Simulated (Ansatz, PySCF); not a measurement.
Reaction (SMILES): [SeH2] (H2Se) → [SeH2] (H2Se) as doublet, charge +1 + e-
Structures are relaxed separately at B3LYP-D3(BJ)/def2-TZVP in Ansatz (a quantum-chemistry and plane-wave program). A spin state is the lowest found, not a proven ground state.
Geometry of the first species:
SMILES: [SeH2]
```xyz
3

Se    -0.0012     0.0571     0.0009
H     -1.0300    -0.9935    -0.0128
H      1.0722    -0.9476    -0.0191
```

Quantity: adiabatic ionisation energy (0 K, with B3LYP-D3(BJ) harmonic zero-point energies from PySCF), in eV. Valence correlation only, unless marked. UHF or UKS for open shells. No spin-orbit coupling. Frozen are the shells of the preceding noble gas and the d and f shells that filled before the atom's block. No relativistic terms. Basis-set limits of correlation are two-point, X^-3; Hartree-Fock from the larger set (for Q and 5 zeta extrapolated as (X+1)exp(-9√X)).

| level | program | adiabatic ionisation energy (eV) |
|---|---|---|
| HF/6-31G | Ansatz | 8.94 |
| HF/6-31G* | Ansatz | 8.72 |
| HF/def2-QZVPPD | Ansatz | 8.74 |
| PBE0-D3(BJ)/def2-TZVP | Ansatz + dftd3 | 9.76 |

Predict the CCSD(T)/CBS(cc-pVQZ,cc-pV5Z) result (Ansatz).

9.88 eV, so PBE0-D3(BJ)/def2-TZVP differs from it by -0.12 eV.
